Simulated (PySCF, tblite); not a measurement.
Species: C₆H₁₄SSi.
Z-matrix (Å and degrees, GFN2-xTB geometry), rows numbered from 1:
```
C 
C   1  1.3237
Si  2  1.8803  1  124.89
C   3  1.9144  2  107.33  1   135.88
C   4  1.5172  3  113.77  2  -175.49
S   4  1.8354  3  107.55  2    62.06
C   6  1.8284  4  100.86  3  -147.02
C   7  1.5171  6  112.39  4    79.85
H   1  1.0779  2  121.61  3    -0.25
H   1  1.0797  2  122.66  3   179.82
H   2  1.0839  1  118.35  3  -179.57
H   3  1.4690  2  111.30  1    18.66
H   3  1.4651  2  111.30  1  -105.30
H   4  1.0915  3  109.75  2   -52.05
H   5  1.0888  4  110.03  3    61.60
H   5  1.0904  4  111.39  3  -178.16
H   5  1.0875  4  110.26  3   -58.09
H   7  1.0894  6  105.06  4  -159.51
H   7  1.0902  6  107.53  4   -43.57
H   8  1.0887  7  110.08  6  -180.00
H   8  1.0875  7  110.17  6    60.03
H   8  1.0888  7  111.04  6   -60.00
```

The calculation used PBE0/pcSseg-1 in PySCF (dipole) on a GFN2-xTB geometry, gas phase.

Masses are those of the commonest isotopes; rigid-rotor values at the optimised geometry. The values belong to one conformer with, in the numbering `[CH2:1]=[CH:2][SiH2:3][C@H:4]([CH3:5])[S:6][CH2:7][CH3:8]`, C1–C2–Si3–C4 136°, C2–Si3–C4–C5 -175°, Si3–C4–S6–C7 -147°, C4–S6–C7–C8 80°.

Give the principal moments of inertia and the rotational constants in MHz.

Ia = 291.35, Ib = 568.97, Ic = 749.13 u·Å²; 505379 MHz·u·Å²/I gives A = 1735, B = 888.2, C = 674.6 MHz.

Classify the top.

An asymmetric top. Ray's parameter κ = (2B − A − C)/(A − C) = -0.597; −1 is the prolate and +1 the oblate limit.

Is it planar, by Δ = Ic − Ia − Ib?

Not planar: Δ = Ic − Ia − Ib = -111.19 u·Å². For a rigid frame Δ = −2 Σ m c², so Σ m c² = 55.60 u·Å² lies off the ab plane: 13.89 from hydrogen and 41.70 from heavier atoms. The atom farthest from that plane is 1.52 Å away.

Give the coordinates in the principal-axis frame, origin at the centre of mass.

The sense of each axis is arbitrary; atoms in the order of the calculation.
| atom | mass (u) | a (Å) | b (Å) | c (Å) |
| --- | --- | --- | --- | --- |
| C1 | 12.000 | -3.214 | 1.526 | -0.254 |
| C2 | 12.000 | -2.093 | 1.000 | 0.214 |
| Si3 | 27.977 | -1.617 | -0.813 | 0.078 |
| C4 | 12.000 | 0.224 | -0.882 | -0.442 |
| C5 | 12.000 | 0.734 | -2.288 | -0.701 |
| S6 | 31.972 | 1.205 | -0.085 | 0.888 |
| C7 | 12.000 | 2.560 | 0.664 | -0.085 |
| C8 | 12.000 | 2.146 | 1.966 | -0.745 |
| H9 | 1.008 | -3.949 | 0.926 | -0.766 |
| H10 | 1.008 | -3.452 | 2.575 | -0.153 |
| H11 | 1.008 | -1.391 | 1.652 | 0.722 |
| H12 | 1.008 | -2.394 | -1.492 | -0.968 |
| H13 | 1.008 | -1.768 | -1.501 | 1.362 |
| H14 | 1.008 | 0.381 | -0.263 | -1.328 |
| H15 | 1.008 | 0.179 | -2.741 | -1.521 |
| H16 | 1.008 | 1.793 | -2.285 | -0.963 |
| H17 | 1.008 | 0.606 | -2.904 | 0.185 |
| H18 | 1.008 | 3.364 | 0.831 | 0.631 |
| H19 | 1.008 | 2.886 | -0.075 | -0.817 |
| H20 | 1.008 | 2.978 | 2.379 | -1.313 |
| H21 | 1.008 | 1.844 | 2.689 | 0.009 |
| H22 | 1.008 | 1.310 | 1.811 | -1.425 |

Where do the levels up to J = 3 lie, in K?

Above 0(0,0), as E/k:
J = 1: 1(0,1) 0.075, 1(1,1) 0.116, 1(1,0) 0.126
J = 2: 2(0,2) 0.223, 2(1,2) 0.255, 2(1,1) 0.286, 2(2,1) 0.408, 2(2,0) 0.410
J = 3: 3(0,3) 0.442, 3(1,3) 0.464, 3(1,2) 0.525, 3(2,2) 0.633, 3(2,1) 0.641, 3(3,1) 0.863, 3(3,0) 0.863

Which types of transition are allowed, and where do some lines up to J = 2 fall?

The dipole components are |μa| = 0.47 D, |μb| = 0.51 D, |μc| = 1.72 D. The squared components, which scale the intensities, stand as 0.07 : 0.09 : 1.00 (a : b : c). Some lines, for components of 0.1 D or more:

| type | branch | J(Ka,Kc) | MHz | lower level (cm⁻¹) |
| --- | --- | --- | --- | --- |
| a | Q | 2(1,1) ← 2(1,2) | 641 | 0.178 |
| c | Q | 2(1,2) ← 2(0,2) | 668 | 0.155 |
| c | Q | 1(1,1) ← 1(0,1) | 846 | 0.052 |
| b | Q | 1(1,0) ← 1(0,1) | 1060 | 0.052 |
| b | Q | 2(1,1) ← 2(0,2) | 1309 | 0.155 |
| a | R | 1(0,1) ← 0(0,0) | 1563 | 0.000 |
| b | R | 2(0,2) ← 1(1,1) | 2244 | 0.080 |
| b | R | 1(1,1) ← 0(0,0) | 2409 | 0.000 |
| c | Q | 2(2,1) ← 2(1,1) | 2539 | 0.199 |
| b | Q | 2(2,0) ← 2(1,1) | 2575 | 0.199 |
| c | R | 1(1,0) ← 0(0,0) | 2623 | 0.000 |
| a | R | 2(1,2) ← 1(1,1) | 2912 | 0.080 |
| a | R | 2(0,2) ← 1(0,1) | 3090 | 0.052 |
| b | Q | 2(2,1) ← 2(1,2) | 3180 | 0.178 |
| a | R | 2(1,1) ← 1(1,0) | 3339 | 0.087 |
| b | R | 2(1,2) ← 1(0,1) | 3758 | 0.052 |
| c | R | 2(1,1) ← 1(0,1) | 4399 | 0.052 |
| b | R | 2(2,1) ← 1(1,0) | 5878 | 0.087 |
| c | R | 2(2,0) ← 1(1,0) | 5914 | 0.087 |
| c | R | 2(2,1) ← 1(1,1) | 6092 | 0.080 |
| b | R | 2(2,0) ← 1(1,1) | 6128 | 0.080 |

Estimate the classical rotational partition function at 10 K, 200 K and 500 K.

Point group C1, symmetry number σ = 1; q = (√π/σ)·√((kT/h)³/(ABC)), k/h = 20836.6 MHz/K: 5230 at 10 K, 468000 at 200 K, 1850000 at 500 K.

Its GFN2-xTB frequencies are all real (lowest 21 cm⁻¹). Zero-point vibration and centrifugal distortion are left out. A rigid rotor knows nothing of internal rotation, which can split or shift real lines.
